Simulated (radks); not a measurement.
Spherical quantum dot in the effective-mass picture: electrons in a parabolic well V = omega^2 r^2 / 2 with omega = 0.357, all in effective atomic units (hartree* = m*/eps^2 hartree, bohr* = eps/m* bohr), one dielectric constant everywhere. Method: non-relativistic Kohn-Sham, LDA (Slater exchange, Perdew-Wang correlation), spin-polarised, spherical densities; computed with a radial shooting solver with Libxc functionals. Levels are named by radial order and angular momentum (1s, 1p, 1d, 2s, ...), and open shells are averaged over m.

N = 11, configuration 1s2 1p6 1d(up 3, down 0). This is the lowest configuration that the search found. Occupied and some empty levels:

| level | occupation | eigenvalue (hartree*) | <r> (bohr*) |
|---|---|---|---|
| 1s up | 1 | 3.4282 | 2.891 |
| 1s down | 1 | 3.4523 | 2.827 |
| 1p up | 3 | 3.5831 | 3.501 |
| 1p down | 3 | 3.6139 | 3.481 |
| 1d up | 3 | 3.7698 | 3.937 |
| 1d down | 0 | 3.8026 | 3.941 |
| 2s up | 0 | 3.8382 | 3.338 |
| 2s down | 0 | 3.8573 | 3.374 |
| 1f up | 0 | 3.9817 | 4.292 |
| 1f down | 0 | 4.0142 | 4.309 |
| 2p up | 0 | 4.0727 | 3.813 |
| 2p down | 0 | 4.0927 | 3.826 |

Energy (hartree*): total 25.0664, kinetic 2.8410, external 9.3815, Hartree 15.531, exchange-correlation -2.6871.
